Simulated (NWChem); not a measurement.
System: ZnOH, doublet; SMILES [OH][Zn]

Here is an NWChem input.

```
start job
memory heap 200 mb stack 900 mb global 1100 mb
geometry units angstroms noautoz
  Zn     0.038945    -0.384102     0.000000
  O     -0.134955     1.424579     0.000000
  H      0.723722     1.865575     0.000000
end
basis spherical
  * library def2-svpd
end
dft
  odft
  mult 2
  xc xcamb88 1.00 lyp 0.81 vwn_5 0.19 hfexch 1.00
  cam 0.33 cam_alpha 0.19 cam_beta 0.46
  iterations 150
end
tddft
  cis
  nroots 6
end
task tddft energy
```

Output (shortened):

```
             Northwest Computational Chemistry Package (NWChem) 7.3.0
             --------------------------------------------------------

 CS  symmetry detected

                             Geometry "geometry" -> ""
                             -------------------------

 Output coordinates in angstroms (scale by  1.889725989 to convert to a.u.)

  No.       Tag          Charge          X              Y              Z
 ---- ---------------- ---------- -------------- -------------- --------------
    1 Zn                  30.0000    -0.00752464    -0.42901203     0.00000000
    2 O                    8.0000    -0.07308281     1.38682670     0.00000000
    3 H                    1.0000     0.81040152     1.77574713     0.00000000

 Effective nuclear repulsion energy (a.u.)      81.0324833659

      Symmetry information
      --------------------

 Group name             Cs
 Group number              2
 Group order               2
 No. of unique centers     3

                                 NWChem DFT Module
                                 -----------------

 Summary of "ao basis" -> "ao basis" (spherical)
 ------------------------------------------------------------------------------
       Tag                 Description            Shells   Functions and Types
 ---------------- ------------------------------  ------  ---------------------
 Zn                        def2-svpd                12       34   5s4p2d1f
 O                         def2-svpd                 9       23   4s3p2d
 H                         def2-svpd                 4        8   2s2p

      Symmetry analysis of basis
      --------------------------

        a'         45
        a"         20

            General Information
            -------------------
          SCF calculation type: DFT
          Wavefunction type:  spin polarized.
          No. of atoms     :     3
          No. of electrons :    39
           Alpha electrons :    20
            Beta electrons :    19
          Charge           :     0
          Spin multiplicity:     2
          Use of symmetry is: off; symmetry adaption is: on
          Maximum number of iterations: 150
          AO basis - number of functions:    65
                     number of shells:    25
          Convergence on energy requested:  1.00D-06
          Convergence on density requested:  1.00D-05
          Convergence on gradient requested:  5.00D-04

              XC Information
              --------------
                     Hartree-Fock (Exact) Exchange  1.000
                   CAM-Becke88 Exchange Functional  1.000
                      VWN V Correlation Functional  0.190 local
              Lee-Yang-Parr Correlation Functional  0.810

[...]

                                NWChem TDDFT Module
                                -------------------

            General Information
            -------------------
           No. of orbitals :     130
            Alpha orbitals :      65
             Beta orbitals :      65
        Alpha frozen cores :       0
         Beta frozen cores :       0
     Alpha frozen virtuals :       0
      Beta frozen virtuals :       0
         Spin multiplicity :       2
    Number of AO functions :      65
        Use of symmetry is : off
      Symmetry adaption is : on
         Schwarz screening :  0.10D-07

              XC Information
              --------------
              Hartree-Fock (Exact) Exchange   1.00
            CAM-Becke88 Exchange Functional   1.00
               VWN V Correlation Functional   0.19 local
       Lee-Yang-Parr Correlation Functional   0.81
           Alpha           :  0.19
           Beta            :  0.46
           Gamma           :  0.33

             TDDFT Information
             -----------------
          Calculation type : Tamm-Dancoff TDDFT
         Wavefunction type : Unrestricted
          No. of electrons :      39
           Alpha electrons :      20
            Beta electrons :      19
              No. of roots :       6
          Max subspacesize :    5200
            Max iterations :     100
               Target root :       1
           Target symmetry : none
      Symmetry restriction : off
                 Algorithm : Optimal
        Davidson threshold :  0.10D-03

    6 smallest eigenvalue differences (eV)
--------------------------------------------------------
  No. Spin  Occ  Vir  Irrep   E(Occ)    E(Vir)   E(Diff)
--------------------------------------------------------
    1    2   19   20 a"       -0.350    -0.087     7.160
    2    1   20   21 a'       -0.272     0.002     7.467
    3    1   20   22 a"       -0.272     0.009     7.659
    4    2   18   20 a'       -0.373    -0.087     7.774
    5    1   20   23 a'       -0.272     0.039     8.478
    6    1   19   21 a"       -0.355     0.002     9.713
--------------------------------------------------------

  Entering Davidson iterations
  Unrestricted

  Iter   NTrls   NConv    DeltaV     DeltaE      Time
  ----  ------  ------  ---------  ---------  ---------
    1      6       0     0.13E+00   0.10+100        9.8
    2     12       0     0.49E-01   0.15E-01       10.4
    3     18       0     0.13E-01   0.35E-02       10.2
    4     24       0     0.63E-02   0.26E-03       10.3
    5     30       0     0.38E-02   0.79E-04       10.3
    6     36       1     0.32E-02   0.33E-04       10.3
    7     41       4     0.15E-02   0.21E-04        9.5
    8     43       4     0.51E-03   0.17E-05        7.3
    9     45       5     0.16E-03   0.15E-06        7.5
   10     46       5     0.10E-03   0.20E-07        6.8
   11     47       6     0.84E-04   0.52E-08        6.7
  ----  ------  ------  ---------  ---------  ---------
  Convergence criterion met

  Ground state a'      -1854.980998269960 a.u.
  <S2> =   0.7531

[...]
```

Level: CAM-B3LYP/def2-SVPD, spin-unrestricted, TDA. In the optimisation the excess spin sits in a' (Cs, its own frame). Coordinates come from a PBE0/def2-SVP, spin-unrestricted optimisation. This spin state was assumed; another may lie lower. No stability test was run on the SCF state.
